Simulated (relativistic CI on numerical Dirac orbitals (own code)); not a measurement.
**La XVIII: sensitivity of the levels to the model**

Base calculation: Dirac-Coulomb-Breit CI, orbitals from a KLI potential per configuration, a model potential for QED, unscaled Slater integrals.

Configuration list (outside the closed core [Ar] 3d10): 4s2 4p6 4d4, 4s2 4p5 4d5, 4s2 4p6 4d3 4f, 4s 4p6 4d5, 4s2 4p6 4d3 5s, 4s2 4p6 4d3 5p, 4s 4p6 4d4 4f, 4s2 4p6 4d2 4f 5s, 4s2 4p6 4d3 5d, 4s2 4p6 4d2 5s 5p, 4s2 4p6 4d3 6s, 4p6 4d6, 4p5 4d7, 4s2 4p6 4d2 5s2, 4s2 4p6 4d 4f 5s2, 4s2 4p6 4d 5s2 5p, 4s 4p6 4d2 4f 5s2. Double excitations out of closed p, d and f shells are left out; levels of such configurations are missing from the list, as are those of other unlisted configurations, and high levels can miss mixing partners.

Variants: (1) only the first configuration; (2) non-relativistic limit. Shifts of the energy above 4s2 4p6 4d4 5D_0, in cm⁻¹, for the lowest level and the first level of each name with at least 55 % of one term (blank where a level changes its place among those of its configuration and J or its character, or is not in the variant):

```
            Level    Base   Δ(1)    Δ(2)
 4s2 4p6 4d4 5D_0       0      0       0
 4s2 4p6 4d4 5D_1   13098   -324  -13098
 4s2 4p6 4d4 5D_2   23816   -336  -23816
 4s2 4p6 4d4 5D_3   31809   -256  -31809
 4s2 4p6 4d4 5D_4   36483   -195  -36483
 4s2 4p6 4d4 3G_3   65961   +257        
 4s2 4p6 4d4 3F_2   68624   +344        
 4s2 4p6 4d4 3H_5   70096   -839  -29469
 4s2 4p6 4d4 3P_1   71226   +464  -27079
 4s2 4p6 4d4 3H_6   76160  -1210  -35534
 4s2 4p6 4d4 3G_4   82371   +289        
 4s2 4p6 4d4 3G_5  102884    -27  -54510
 4s2 4p6 4d4 3D_1  106267  +2109  -47063
 4s2 4p6 4d4 1I_6  108395  -1207  -47877
 4s2 4p6 4d4 1S_0  120095  +3860  -53070
 4s2 4p6 4d4 1F_3  128858  +1510  -42974
 4s2 4p6 4d4 1D_2  197920  +2762        
4s2 4p5 4d5 7P°_4  715771         -61755
4s2 4p5 4d5 7P°_3  747144         -93129
4s2 4p5 4d5 5P°_1  777052         -69945
4s2 4p5 4d5 5G°_6  778008         -68005
4s2 4p5 4d5 5H°_7  794982         -62870
```

At this charge energies of transitions that change n are usually good to better than 1 %, and those within a shell (Δn = 0) to a few per cent. Terms inside the open d or f shell come out 10 to 20 % too wide with unscaled integrals.

Ionisation energy from the two ground configurations alone: base 464.591 eV. The NIST ASD value (theoretical) is 464 eV.

LS names give the leading component of a level, which can be under half, so a name can repeat, a term be missing and a line seem to break the LS rules.
